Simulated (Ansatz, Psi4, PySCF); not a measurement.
CH4, charge -1, doublet, at the geometry of the source list (a state made from the parent by changing its charge; the spin is typed, not shown lowest) (in this run its highest filled SCF level lies above zero, so its values depend strongly on the basis, on diffuse functions most of all). Base run: R2SCAN/cc-pVDZ (PySCF).

Geometry (Å):
```xyz
5

C      0.0000     0.0000     0.0000
H     -0.7064    -0.2820    -0.7687
H      0.1151     1.0752     0.0070
H     -0.3647    -0.3297     0.9631
H      0.9560    -0.4635    -0.2014
```
Charge -1, spin multiplicity 2.
Orbitals are unrestricted.
All else is at PySCF's defaults.

The same geometry, method and basis name were run in Ansatz (a program for electronic structure) and Psi4 and PySCF, at each program's defaults and at the settings that a row names. The base is PySCF at its defaults. Differences at the defaults can come from grids, fitting, cores and function types together.

```tsv
code and settings	ΔE vs base (mEh)	basis functions	E (Eh)	SCF cycles
PySCF, defaults (exact integrals, its default grid, spherical functions)	0.000	34	-40.32771	8
Psi4, defaults (density fitting with its default set, its default grid, spherical functions)	-0.629	34	-40.32834	7
Ansatz, defaults (factorised integrals, its default grid, spherical functions)	-0.014	34	-40.32772	-
PySCF, density fitting with def2-universal-jkfit	-0.036	34	-40.32775	8
PySCF, fine grid	-0.009	34	-40.32772	8
Psi4, exact integrals, spherical functions, fine grid	-0.009	34	-40.32772	10
Ansatz, high accuracy	-0.008	34	-40.32772	-
```

Open shells are given as the SCF converged; they aren't shown to be the lowest states, and a large step between rows can be another state.
